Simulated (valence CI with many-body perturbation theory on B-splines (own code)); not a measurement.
## K XIV: what the settings do

Calculated by relativistic CI+MBPT: four valence electrons over a frozen Dirac-Fock core [He], radial functions for each j: 6 s, 6 p, 5 d, 3 f, 1 g, with the one-electron correlation potential Σ1, the two-electron term Σ2, the three-electron term Σ3, Breit, model QED; selected CI, second order for the rest, scaled by the run's own slope (own B-spline code, finite nucleus).

No measured levels were compared; by estimate levels of excited configurations hold to 0.05 to 0.15 % of their energy, terms of the ground configuration to about 0.5 %.

The reference run has the lowest level 2s2 2p2 3P_0 and an ionisation energy of 786.795 eV. Its largest variational space holds 11671 state functions.

Reference levels: 2s2 2p2 3P_1 13236, 2s2 2p2 3P_2 28232, 2s2 2p2 1D_2 96287, 2s2 2p2 1S_0 179499, 2s 2p3 5S°_2 250194, 2s 2p3 3D°_2 458936, 2s 2p3 3D°_1 459655, 2s 2p3 3D°_3 461145, 2s 2p3 3P°_0 537826, 2s 2p3 3P°_1 538465, 2s 2p3 3P°_2 540362, 2s 2p3 1D°_2 677263 cm⁻¹.

(1) Rank these changes by the mean size of the shift of these levels, smallest first.
A. factor on the speed of light 1 → 100; QED terms on → off
B. shift of the energy in Σ1 (hartree) 0 → 3.211; box radius (bohr) 4.1691 → 12.11
C. hole-hole ladder in Σ2 on → off
D. logarithmic knot step 0.27 → 1.1

Answers

(1) B (11 cm⁻¹), C (39 cm⁻¹), D (78 cm⁻¹), A (39000 cm⁻¹).
